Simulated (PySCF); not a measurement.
## How methods differ on the excitation energy of Sc

Sc [Ar] 3d1 4s2 (2D) → Sc [Ar] 3d2 4s1 (4F), as a difference of total energies. All numbers are calculated (PySCF 2.14, the spin-free X2C one-electron Hamiltonian (Gaussian nucleus), in ANO-RCC-VTZP (6s5p3d2f1g, 59 functions)). Correlated levels: valence: [Ar] frozen; valence and next inner shell: [Ne] frozen. The calculations carry no spin-orbit coupling.

| method | excitation energy (eV) |
| --- | --- |
| UHF | 1.113 |
| LDA | 0.676 |
| PBE | 0.621 |
| PBE0 | 0.734 |
| TPSSh | 0.616 |
| M06 | 1.633 |
| CAM-B3LYP | 1.010 |
| MP2 (valence) | 1.523 |
| SCS-MP2 (valence) | 1.825 |
| MP2 (valence and next inner shell) | 1.372 |
| SCS-MP2 (valence and next inner shell) | 1.647 |

Question: How much does correlation contribute at MP2 (valence and next inner shell)?

Answer: 1.372 − (1.113) = 0.259 eV, measured against UHF.

Errors of the correlated levels include the incompleteness of this basis and the frozen core.

For comparison: 1.427 eV (measured; NIST levels, between the centres of gravity of the two terms).
